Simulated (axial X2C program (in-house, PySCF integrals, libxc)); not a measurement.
Values are calculated unless marked as measured or tabulated.
# GeS⁻: input and output

Program: an in-house all-electron X2C program for linear molecules (integrals from PySCF).

Input:
```json
{
 "zs": [
  32,
  16
 ],
 "q": -1,
 "bas": [
  "dyall-acv3z",
  "dyall-av3z"
 ],
 "levels": [
  "PBE0",
  "HF",
  "PBE50"
 ],
 "cc": true,
 "r0": 2.05,
 "thr": -1.0,
 "nmax": 90,
 "npts": 10,
 "nst": 2,
 "ntry": 6
}
```
```bash
python so2c.py task.json out
```

Keys: zs atomic numbers; q charge; bas basis sets; levels methods; cc coupled cluster on or off; r0 starting distance in Å; thr threshold in hartree for freezing inner shells (an s shell follows its p shell); nmax most natural virtual spinors; npts points on the curve; nst determinants followed; ntry starts of the search. HF also brings MP2.

Output of the PBE0 step, two-component, at R = 2.116 Å for the state Ω = 1/2. It starts from the PBE0 orbitals of the search at 2.116 Å.

```
two-component X2C + atomic mean field  PBE0
basis functions 186  fitting functions 1004  grid points 5077
iter        total energy     max residual
   1      -2497.105928962     1.04e-05
   2      -2497.105928964     1.02e-05
   3      -2497.105928968     3.97e-06
   4      -2497.105928968     2.47e-06
converged
one-electron -3738.81603833  Coulomb 1220.22496472  exact exchange -25.93791759  xc functional -79.83798595  nuclear repulsion 128.04287901  atomic mean-field constant -0.78183083
```
Energies are in hartree; totals compare only within one Hamiltonian and basis.
